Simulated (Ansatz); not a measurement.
System: ZnI2, charge 0, multiplicity 1. 
Structure (B3LYP-D3(BJ)/def2-TZVP (Ansatz, a program for electronic structure) minimum search):
SMILES: [I][Zn][I]
```xyz
3

Zn     0.0000     0.0000     0.0000
I      0.0000     0.0000    -2.4340
I      0.0000     0.0000     2.4340
```

Property: vertical ionisation energy (to the doublet state of charge +1; each state is the SCF solution reached for its spin), in eV. Cores are frozen in the correlated levels unless marked. UHF or UKS for open shells. Spin-orbit coupling is left out. The frozen core is the preceding noble-gas configuration, with the filled d and f shells of earlier blocks. In def2 rows, elements after Kr have scalar-relativistic effective core potentials. 

| level | program | vertical ionisation energy (eV) |
|---|---|---|
| SVWN5/def2-TZVPD | Ansatz | 9.51 |
| PBE/def2-TZVPD | Ansatz | 9.28 |
| r2SCAN/def2-TZVPD | Ansatz | 9.49 |
| B3LYP/def2-TZVPD | Ansatz | 9.57 |
| PBE0/def2-TZVPD | Ansatz | 9.65 |
| BHLYP/def2-TZVPD | Ansatz | 9.84 |
| CAM-B3LYP/def2-TZVPD | Ansatz | 9.94 |
| wB97M-V/def2-TZVPD | Ansatz | 10.03 |
| wB97X-V/def2-TZVPD | Ansatz | 10.11 |
| CCSD/def2-SVPD | Ansatz | 9.84 |
| CCSD(T)/def2-SVPD | Ansatz | 9.82 |
